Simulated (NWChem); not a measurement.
System: C2H4F2OSi; SMILES C([SiH](F)F)(=O)C

```xyz
10

C     -1.3258     1.6365     0.0000
C      0.0913     1.1429     0.0000
O      1.0545     1.8779     0.0000
Si     0.4571    -0.7426     0.0000
F     -0.2375    -1.4161    -1.2957
F     -0.2375    -1.4161     1.2957
H     -1.3486     2.7350     0.0000
H     -1.8543     1.2421     0.8838
H     -1.8543     1.2421    -0.8838
H      1.9048    -1.0330     0.0000
```
Atoms are numbered in this order, from 1.

Results from NWChem. Pople sets run with spherical d functions. Coordinates come from a PBE0/def2-SVP optimisation. B3LYP is NWChem's, with the RPA form of VWN correlation. Total energies compare along this basis series because the functional is fixed.

| level | basis functions | energy (Ha) | highest occupied level (eV) | orbital gap (eV) | dipole (D) |
|---|---|---|---|---|---|
| B3LYP/STO-3G | 38 | -634.7672 | … | … | … |
| B3LYP/3-21G | 66 | -639.6607 | -6.76 | 5.19 | 1.11 |
| B3LYP/6-31G* | 96 | -643.1232 | -6.90 | 5.21 | 1.16 |
| B3LYP/6-31+G* | 120 | -643.1510 | -7.33 | 5.20 | 1.23 |
| B3LYP/6-311G** | 140 | -643.2618 | -7.19 | 5.21 | 1.09 |
| B3LYP/6-311++G** | 168 | -643.2738 | -7.40 | 5.17 | 1.19 |

**Question.** What belongs in the gaps?

**Answer.** 
- B3LYP/STO-3G, highest occupied level (eV): -3.22
- B3LYP/STO-3G, orbital gap (eV): 5.32
- B3LYP/STO-3G, dipole (D): 0.79
